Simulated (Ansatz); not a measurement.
Basis sets compared for WNCl₃. The state is a singlet with charge 0. Geometry PBE0-D4/def2-SVP. Ansatz on 4 threads of Arm Neoverse V2 on a shared host; times are rough, and most runs start from earlier orbitals.

```csv
atom,x (Å),y (Å),z (Å)
W1,-0.001,-0.007,0.002
N2,-0.311,-1.563,0.462
Cl3,1.687,0.655,1.359
Cl4,-1.954,1.084,0.358
Cl5,0.580,-0.170,-2.181
```

In the def2 sets W takes a core potential; there is no spin–orbit coupling. The restricted singlet is unstable towards broken spin symmetry in Hartree–Fock (as tested in another run); at PBE-D4/def2-SVP, PBE-D4/def2-TZVPD, r2SCAN-D4/def2-TZVP, r2SCAN-D4/def2-TZVPD and others this wasn't settled.

| level | functions | energy (Eh) | HOMO (eV) | LUMO (eV) | wall time |
| --- | --- | --- | --- | --- | --- |
| PBE-D4/def2-SVP | 100 | -1501.5793 | -7.67 | -4.17 | 1 s |
| PBE-D4/def2-TZVP | 182 | -1502.1377 | -7.71 | -4.27 | 1.8 s |
| r2SCAN-D4/def2-TZVP (with forces) | 182 | -1502.6255 | -8.05 | -4.26 | 5 s |
| PBE0-D4/def2-SVP | 100 | -1501.6156 | -9.11 | -3.51 | 1.5 s |
| PBE0-D4/def2-TZVP | 182 | -1502.1725 | -9.08 | -3.55 | 2.7 s |

**Question.** Estimate the rows for PBE-D4/def2-TZVPD, r2SCAN-D4/def2-TZVPD, PBE0-D4/def2-TZVPD.

**Answer.** 
| level | functions | energy (Eh) | HOMO (eV) | LUMO (eV) | wall time |
| --- | --- | --- | --- | --- | --- |
| PBE-D4/def2-TZVPD | 218 | -1502.1397 | -7.74 | -4.32 | 3 s |
| r2SCAN-D4/def2-TZVPD | 218 | -1502.6272 | -8.05 | -4.26 | 6 s |
| PBE0-D4/def2-TZVPD | 218 | -1502.1743 | -9.09 | -3.57 | 4.1 s |
